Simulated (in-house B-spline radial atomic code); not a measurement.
Successive ionisation energies of rhenium; each step leads to the configuration of the next row (after the last: [He] 2s2 2p1/2(2) 2p3/2(1)). Dirac energy differences include first-order Breit, QED and recoil terms. NIST's values go from ground level to ground level; the uncertainty of those that are theory runs from under 0.1 % in few-electron ions to several per cent in heavy many-electron ones. Computed with a B-spline radial code for spherical atoms: Dirac-Hartree-Fock, jj configuration that fills j = l - 1/2 first, finite nuclei.

A number in brackets counts the electrons of a j subshell.

```csv
ion,configuration,ionisation energy (eV),tabulated value (eV),computed minus tabulated (eV),highest orbital,largest mean radius (bohr)
Re50+,[Ar] 3d3/2(4) 3d5/2(3),4605.7,4609,-3,3d5/2,0.19288
Re51+,[Ar] 3d3/2(4) 3d5/2(2),4740.2,4745,-5,3d5/2,0.19182
Re52+,[Ar] 3d3/2(4) 3d5/2(1),4876.3,4877,-1,3d5/2,0.19077
Re53+,[Ar] 3d3/2(4),5098.3,5099,-1,3d3/2,0.18972
Re54+,[Ar] 3d3/2(3),5239.9,5236,4,3d3/2,0.18859
Re55+,[Ar] 3d3/2(2),5383.1,5388,-5,3d3/2,0.18747
Re56+,[Ar] 3d3/2(1),5527.8,5528,0,3d3/2,0.18636
Re57+,[Ne] 3s2 3p6,5919.0,5919,0,3p3/2,0.18526
Re58+,[Ne] 3s2 3p1/2(2) 3p3/2(3),6045.3,6042,3,3p3/2,0.1843
Re59+,[Ne] 3s2 3p1/2(2) 3p3/2(2),6172.5,6176,-4,3p3/2,0.18341
Re60+,[Ne] 3s2 3p1/2(2) 3p3/2(1),6300.6,6300,1,3p3/2,0.18253
Re61+,[Ne] 3s2 3p1/2(2),6808.8,6810,-1,3p1/2,0.18129
Re62+,[Ne] 3s2 3p1/2(1),6952.5,6952,0,3p1/2,0.1806
Re63+,[Ne] 3s2,7229.9,7230,0,3s1/2,0.17991
Re64+,[Ne] 3s1,7365.8,7366,0,3s1/2,0.17916
Re65+,[He] 2s2 2p6,16075.6,16080,-4,2p3/2,0.0743
Re66+,[He] 2s2 2p1/2(2) 2p3/2(3),16421.7,16410,12,2p3/2,0.073994
Re67+,[He] 2s2 2p1/2(2) 2p3/2(2),16771.0,16780,-9,2p3/2,0.07369
```

Problem. Where is the largest jump?

Solution. From Re64+ to Re65+, by a factor of 2.18 (7365.8 to 16076 eV); the highest orbital goes from 3s1/2 to 2p3/2.
